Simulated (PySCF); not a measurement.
## From computed data to an observable: oscillator strength and radiative lifetime

CH2F, SMILES [CH2]F (connectivity only; charge and spin as stated), charge +1, multiplicity 1.

Coordinates come from a PBE0-D3(BJ)/def2-TZVPD optimisation. The spin state was assumed, not searched. The isomer is the one that the SMILES or the coordinates give; other isomers of the formula were not compared.

PySCF with TDA-PBE/def2-TZVPD puts the first singlet state with f over 0.02 at 11.53 eV (vertical), with the transition dipole (0.000, 0.000, -0.697) in atomic units.

Task: Find the oscillator strength, the wavelength and the radiative lifetime that this transition would have in vacuum if emission retraced absorption.

Result: 
|μ|² = 0.4858 au, so |μ| = 1.77 D. ΔE = 11.53/27.211 = 0.4237 hartree. f = (2/3) ΔE |μ|² = 0.137 (the program prints 0.137).
λ = 1239.84/11.53 = 108 nm; ν = 92996 cm⁻¹.
Einstein's coefficient A = 0.6670 ν² f s⁻¹ (ν in cm⁻¹) = 7.9e8 s⁻¹, so τ = 1/A = 1.3 ns. This state is S4; the lower singlets have f = 0.000, 0.000, 0.015. The figure is the radiative limit of this one transition; relaxation, internal conversion, crossing to triplets and a medium change what is measured.
